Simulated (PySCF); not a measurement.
A calculated (M06-L, PySCF 2.14, Sapporo-DKH3-DZP-2012, scalar relativity by spin-free X2C-1e) atom or ion has these occupied shells.

```
shell  electrons  orbital energy (eV)  rms radius, mean of both spins (bohr)
 1s α          1             -15980.4                                 0.0451
 1s β          1             -15980.2                                 0.0451
 2s α          1              -2205.4                                  0.187
 2s β          1              -2205.4                                  0.187
 2p α          3              -1959.9                                  0.166
 2p β          3              -1959.8                                  0.166
 3s α          1              -373.22                                  0.524
 3s β          1              -373.11                                  0.524
 3p α          3              -292.66                                  0.536
 3p β          3              -292.52                                  0.536
 3d α          5              -160.79                                  0.548
 3d β          5              -160.61                                  0.548
 4s α          1              -70.818                                   1.42
 4s β          1              -68.898                                   1.42
 4p α          3              -51.271                                   1.59
 4p β          2              -49.850                                   1.59
```

Question: Name the element and its charge.

Answer: Sr³⁺ (strontium, charge +3), in [Ar] 3d10 4s2 4p5, 2P determinant.
